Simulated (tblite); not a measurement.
Compound: C6H6F2.
Z-matrix (Å and degrees, GFN2-xTB geometry), rows numbered from 1:
```
F 
C   1  1.3712
C   2  1.3066  1  120.17
C   3  1.4511  2  154.35  1   179.63
C   4  1.3225  3   63.10  2  -179.57
C   5  1.4655  3  143.57  4  -177.90
C   6  1.5303  5  110.21  3    47.74
F   7  1.3727  6  109.93  5    71.75
H   2  1.0760  1  112.17  3  -179.91
H   4  1.0616  3  146.09  5  -179.68
H   6  1.0937  5  108.79  3   -70.39
H   6  1.0926  5  110.82  3   169.57
H   7  1.0944  6  111.23  5   -46.68
H   7  1.0943  6  111.28  5  -170.37
```

Method: GFN2-xTB as coded in tblite; computed harmonic values from a numerical Hessian at the method's own geometry, unscaled. Errors from tens to a few hundred cm⁻¹ against measured bands are possible. One conformer, not necessarily the lowest.

Harmonic wavenumbers (cm⁻¹): 32.9, 75.5, 97.5, 196.0, 262.4, 290.5, 354.5, 407.9, 528.6, 538.3, 691.1, 717.6, 723.1, 866.9, 893.9, 936.3, 973.9, 1029.9, 1064.4, 1075.0, 1117.3, 1168.0, 1213.7, 1249.1, 1296.9, 1323.7, 1422.1, 1438.2, 1706.5, 1995.4, 2954.4, 2959.4, 2962.4, 2984.2, 3108.6, 3241.2.

A = 2839, B = 1345, C = 1065 MHz; mass 116.044 u (most abundant isotopes); point group C1, symmetry number 1.

What is the zero-point energy?

½Σν̃ = 21949 cm⁻¹ = 62.76 kcal/mol.

Give the ideal-gas entropy at 298.15 K and 1 bar in the rigid-rotor, harmonic-oscillator model (classical rotation).

Translation 40.19, rotation 28.76, vibration 23.58: S = 92.5 cal/(mol K).

And Cp and H(298.15 K) − H(0)?

Cp = 31.19 cal/(mol K), of which vibrations give 23.24 (their classical limit is 36 R = 71.5); H(298.15 K) − H(0) = 5.91 kcal/mol without the zero-point energy, 3.54 from vibrations.

Blend soft modes into free rotors: weight 1/[1 + (100 cm⁻¹/ν̃)⁴] for the oscillator and the rest for a rotor with moment μB/(μ + B), μ = h/(8π²ν), B = 10⁻⁴⁴ kg m². What vibrational entropy results?

20.95 cal/(mol K) in place of 23.58, which changes −T·S at 298.15 K by +0.79 kcal/mol.

How do the functions run with temperature in this model?

| T (K) | S (cal/(mol K)) | Cp (cal/(mol K)) | H − H(0) (kcal/mol) | G − H(0) (kcal/mol) | ln q(vib) |
| --- | --- | --- | --- | --- | --- |
| 50 | 58.3 | 12.6 | 0.51 | -2.41 | 0.68 |
| 100 | 68.1 | 16.3 | 1.23 | -5.59 | 1.78 |
| 373.15 | 100.1 | 36.8 | 8.47 | -28.90 | 7.38 |
| 500 | 112.0 | 44.7 | 13.65 | -42.37 | 9.88 |
| 750 | 132.4 | 55.4 | 26.27 | -73.01 | 14.60 |
| 1000 | 149.3 | 62.1 | 41.01 | -108.27 | 18.95 |

q(vib) and H(0) count from the zero-point level.

Hindered rotation and anharmonicity are outside this model. Other conformers, if any are populated, would add a mixing term that is left out. The structure is chiral; the term R ln 2 for an equal mix with its mirror image is left out.

Hardware: Arm Neoverse N1, one thread, shared host with 64 logical CPUs at a one-minute load of 59. Cost: 0.55 s wall. This covers the Hessian and the dipole derivatives.
